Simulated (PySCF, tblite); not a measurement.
C6H8F3P.
SMILES with atom numbers: `[CH3:1][CH:2]([CH3:3])[C:4]1=[CH:5][P:6]1[C:7]([F:8])([F:9])[F:10]` (hydrogens: H11, H12, H13 on C1; H14 on C2; H15, H16, H17 on C3; H18 on C5)

Structure used (PBE0-D3(BJ)/def2-SVP), in Å, numbered top down from 1:
```xyz
18
C6H8F3P angstrom
C     -1.868    0.433    1.072
C     -0.925    0.312   -0.120
C     -1.616   -0.236   -1.369
C      0.263   -0.504    0.219
C      0.915   -1.200    1.110
P      1.810   -1.200   -0.480
C      2.951    0.314   -0.197
F      3.549    0.287    1.000
F      3.911    0.340   -1.128
F      2.287    1.478   -0.274
H     -2.260   -0.556    1.360
H     -1.355    0.864    1.944
H     -2.725    1.077    0.825
H     -0.528    1.313   -0.368
H     -2.437    0.429   -1.675
H     -2.039   -1.235   -1.176
H     -0.911   -0.322   -2.209
H      0.936   -1.565    2.135
```

Jobs on this species (18 atoms, 86 electrons) with PySCF (density fitting) and tblite. Hardware of each: an Arm Neoverse V1 with one thread, no GPU (shared host). Times come from a shared host and carry two figures at best.

Question: Rank these jobs by wall time, shortest first.
A. PBE0/pcSseg-1, IEF-PCM chloroform; shieldings, ring-centre shieldings, charges and field gradients; 217 basis functions
B. GFN2-xTB; Hessian by finite differences
C. PBE0-D3(BJ)/def2-SVP, grid level 1; geometry optimisation from a GFN2-xTB start shaken at random; 184 basis functions

Answer: B (0.77 s), A (48 s), C (4.5 min).

All jobs:

| level and settings | work | basis functions | SCF cycles | wall time |
| --- | --- | --- | --- | --- |
| GFN2-xTB | Hessian by finite differences | – | – | 0.77 s |
| GFN2-xTB | L-BFGS relaxation | – | – | 0.81 s |
| PBE0/pcSseg-1, IEF-PCM chloroform | shieldings, ring-centre shieldings, charges and field gradients | 217 | 14 | 48 s |
| PBE0/pcSseg-1 | shieldings, ring-centre shieldings, charges and field gradients, density and orbital grids written | 217 | 14 | 57 s |
| wB97X-D/pcSseg-1 | shieldings, ring-centre shieldings | 217 | 14 | 58 s |
| PBE0-D3(BJ)/def2-SVP, grid level 1 | geometry optimisation from a GFN2-xTB start shaken at random | 184 | 87 | 4.5 min |
| CAM-B3LYP/def2-SVPD | 10 singlets by full TDDFT, 4 Tamm–Dancoff triplets, polarisability, ΔSCF ions, density and orbital grids written | 277 | 14 | 5.4 min |

Q: What do all jobs in the table cost together?

A: About 13 min; the longest takes about 43 % of that, and about 420 times as long as the shortest.
